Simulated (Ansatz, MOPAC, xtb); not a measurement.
The molecule LiSi, multiplicity 4 (lowest of 2S+1 = 2, 4 at CCSD(T)/def2-TZVPP on PBE0 minima; our sources give no spin for the ground state, which may be another).

Constants: fifth-degree fit in 1/R to seven points, most abundant isotopes. Runs in def2 and cc sets follow the lowest solution found near the PBE0 minimum.

Codes used: Ansatz (an electronic-structure program) with Gaussian orbitals; MOPAC for PM3 (differences of heats of formation); xtb for the GFN methods. Each number belongs to the level named beside it. The GFN methods have no spin term and hold the electronic entropy of 300 K.

```
level                                          r_e (Å)  ω_e (cm⁻¹)  α_e (cm⁻¹)  ω_e x_e (cm⁻¹)  D_e (eV)  dipole (D)
---------------------------------------------  -------  ----------  ----------  --------------  --------  ----------
PM3                                              2.353         365     -0.0031             3.7         -           -
GFN2-xTB                                         2.335         600      0.0076             5.6         -           -
SVWN5/def2-TZVPP                                 2.353         449      0.0063             3.5      2.05        5.59
PBE/def2-TZVPP                                   2.373         442      0.0062             3.5      1.81        5.64
r2SCAN/def2-TZVPP                                2.380         448      0.0060             3.4      1.94        6.10
B97M-V/def2-TZVPP                                2.367         456      0.0061             3.5      1.92        5.79
B3LYP/def2-TZVPP                                 2.365         446      0.0064             3.6      1.61        5.79
PBE0/def2-TZVPP                                  2.363         454      0.0060             3.3      1.79        5.99
BHLYP/def2-TZVPP                                 2.353         459      0.0061             3.5      1.55        6.08
CAM-B3LYP/def2-TZVPP                             2.346         460      0.0061             3.5      1.60        6.01
wB97X-V/def2-TZVPP                               2.360         462      0.0058             3.3      1.61        6.31
wB97M-V/def2-TZVPP                               2.378         440      0.0062             3.3      1.73        5.98
B2PLYP/def2-TZVPP                                2.365         453      0.0060             3.4      1.64           -
CCSD/aug-cc-pV(T+d)Z                             2.388         450      0.0057             3.1         -           -
CCSD/def2-TZVPP                                  2.377         455      0.0057             3.2      1.71           -
CCSD/aug-cc-pV(Q+d)Z                             2.384         451      0.0057             3.1         -           -
CCSD/def2-QZVPP                                  2.371         456      0.0058             3.2      1.80           -
CCSD(T)/aug-cc-pV(T+d)Z                          2.390         449      0.0057             3.1         -           -
CCSD(T)/def2-TZVPP                               2.378         455      0.0057             3.1      1.76           -
CCSD(T)/aug-cc-pV(Q+d)Z                          2.386         450      0.0057             3.1         -           -
CCSD(T)/def2-QZVPP                               2.373         455      0.0058             3.1      1.86           -
CCSD(T)/CBS(aug-cc-pV(T+d)Z, aug-cc-pV(Q+d)Z)    2.384         452      0.0057             3.1         -           -
```

D_e counts from each atom's lowest state at the same level, without counterpoise or zero-point energy.

Correlated levels freeze the inner cores; with def2 sets outer-core shells near the valence are correlated too. CBS(a, b) extrapolates the correlation energy as X⁻³ and adds the Hartree–Fock energy of set b. The state that PM3 reach isn't checked.
